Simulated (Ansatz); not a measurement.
Single points on Ga₄P₄H₁₄, a cluster cut from wurtzite GaP (hydrogen-capped).

```yaml
crystal:
  periodic: [false, false, false]
  atoms:
    - {symbol: Ga, position_ang: [-2.030152, -1.165417, -1.370271]}
    - {symbol: P, position_ang: [-1.833039, -1.059710, 1.102549]}
    - {symbol: Ga, position_ang: [2.021254, -1.176919, -1.374677]}
    - {symbol: P, position_ang: [-0.001733, -0.004481, -1.892636]}
    - {symbol: P, position_ang: [1.838987, -1.056663, 1.098582]}
    - {symbol: Ga, position_ang: [0.003327, 0.005253, 2.198296]}
    - {symbol: Ga, position_ang: [0.003255, 2.335042, -1.380961]}
    - {symbol: P, position_ang: [-0.000589, 2.123109, 1.093026]}
    - {symbol: H, position_ang: [-1.914748, -2.708964, -1.680694]}
    - {symbol: H, position_ang: [-3.300911, -0.278782, -1.672841]}
    - {symbol: H, position_ang: [-1.916146, -2.356267, 1.699558]}
    - {symbol: H, position_ang: [-3.000328, -0.496137, 1.706082]}
    - {symbol: H, position_ang: [1.891315, -2.721499, -1.674273]}
    - {symbol: H, position_ang: [3.297280, -0.302830, -1.690824]}
    - {symbol: H, position_ang: [-0.003273, -0.008021, -3.325569]}
    - {symbol: H, position_ang: [1.931708, -2.349522, 1.702157]}
    - {symbol: H, position_ang: [3.006889, -0.484215, 1.692516]}
    - {symbol: H, position_ang: [0.004817, 0.008528, 3.770721]}
    - {symbol: H, position_ang: [-1.393630, 3.001411, -1.692239]}
    - {symbol: H, position_ang: [1.404082, 2.994979, -1.688418]}
    - {symbol: H, position_ang: [-1.080697, 2.846930, 1.687912]}
    - {symbol: H, position_ang: [1.072332, 2.854178, 1.692004]}
basis:
  gaussian: {orbitals: def2-TZVP, fitting: {mean_field: def2-universal-jkfit}, initial_orbitals: start.molden}
magnetization: {spin_polarized: true, initial_magnetization: 2}
hamiltonian: {xc: pbe, dispersion: d4}
scf: {omitted_lower_state_checks: [starts]}
output: {orbitals: {seedname: orbitals}}
```

The file start.molden holds the orbitals of an earlier run on this structure, at another level or in another basis.

```sh
$ ansatz run in.yaml --threads 2 --pin off --events-out ev --progress --plain --max-ram 22528MiB --backend cuda --devices 0, --max-vram 18GiB
```

Output, abridged:

```
Functional definition: PBE
1828 factors; integrals over basis functions are off by at most 6.2e-1 eV
mean field evaluation 1: about -246844.7778 eV, gradient 1.5e1 eV
mean field evaluation 2: about -246845.1594 eV, gradient 5.0e-1 eV
mean field evaluation 4: about -246845.1740 eV, gradient 1.0e-1 eV
mean field evaluation 8: about -246845.1787 eV, gradient 7.4e-2 eV
mean field evaluation 16: about -246845.1794 eV, gradient 2.1e-5 eV
mean field -246845.17943018 eV, -9071.3930263872 hartree, gradient 2.8e-6 eV, S^2 2.003307; 0 other end points of the search recorded, 0 dependent functions left out
reference -246845.17950416 eV, -9071.3930291058 hartree; 100, 98 occupied and 324, 326 virtual orbitals, 1828 factors
Total energy: -246846.37236863 eV, -9071.4368660665 hartree
Checks for a lower state left out: starts
```

It took 8 s on 2 threads of AMD EPYC 7R13 on a shared host and a share (18 GiB) of an NVIDIA H100 80GB HBM3, peak host memory 0.97 GiB.

First input, but with `gaussian: {orbitals: def2-TZVP, fitting: {mean_field: def2-universal-jkfit}}`, `hamiltonian: {xc: pbe0, dispersion: d4}` (abridged; 9.5 s):

```
Functional definition: PBE0
mean field evaluation 16: about -246852.6886 eV, gradient 2.6e-2 eV
mean field evaluation 32: about -246852.6965 eV, gradient 1.8e-5 eV
mean field -246852.69651639 eV, -9071.6692742101 hartree, gradient 6.3e-6 eV, S^2 2.008340
Total energy: -246853.75985526 eV, -9071.7083511927 hartree
Checks for a lower state left out: starts
```

Geometry: PBE-D4/def2-SVP, that of the neutral singlet.

Single mean-field runs in def2-TZVP are fitted with def2-universal-jkfit. At PBE-D4/def2-TZVP the gap within one spin of the charge 0 triplet nearly closes, so an electron or hole may be smeared out by delocalisation error. At PBE0-D4/def2-TZVP a singlet of charge 0 lies 5.23 eV below the triplet at the same geometry.
